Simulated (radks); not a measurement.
The numbers below are computed, except where a source is named.
Spherical quantum dot in the effective-mass picture: electrons in a parabolic well V = omega^2 r^2 / 2 with omega = 0.648, with a point charge +2 (a donor) at the centre, all in effective atomic units (hartree* = m*/eps^2 hartree, bohr* = eps/m* bohr), one dielectric constant everywhere. Level of theory: non-relativistic Kohn-Sham, LDA (Slater exchange, Perdew-Wang correlation), spin-polarised, spherical densities (a radial shooting solver with Libxc functionals). Levels are named by radial order and angular momentum (1s, 1p, 1d, 2s, ...), and open shells are averaged over m.

N = 23, configuration 1s2 1p6 1d10 2s2 1f(up 3, down 0). This is the lowest configuration that the search found. Occupied and some empty levels:

| level | occupation | eigenvalue (hartree*) | <r> (bohr*) |
|---|---|---|---|
| 1s up | 1 | 7.4239 | 0.9976 |
| 1s down | 1 | 7.4242 | 0.9896 |
| 1p up | 3 | 8.2101 | 2.622 |
| 2s up | 1 | 8.2268 | 2.708 |
| 1p down | 3 | 8.2310 | 2.596 |
| 2s down | 1 | 8.2503 | 2.696 |
| 1d up | 5 | 8.5395 | 3.084 |
| 1d down | 5 | 8.5665 | 3.073 |
| 1f up | 3 | 8.8845 | 3.387 |
| 1f down | 0 | 8.9138 | 3.385 |
| 2p up | 0 | 8.9217 | 2.845 |
| 2p down | 0 | 8.9390 | 2.857 |
| 1g up | 0 | 9.2578 | 3.630 |
| 1g down | 0 | 9.2876 | 3.633 |
| 2d up | 0 | 9.3897 | 3.221 |
| 2d down | 0 | 9.4077 | 3.225 |

Energy (hartree*): total 110.717, kinetic 15.349, external 19.243, Hartree 84.771, exchange-correlation -8.6468.
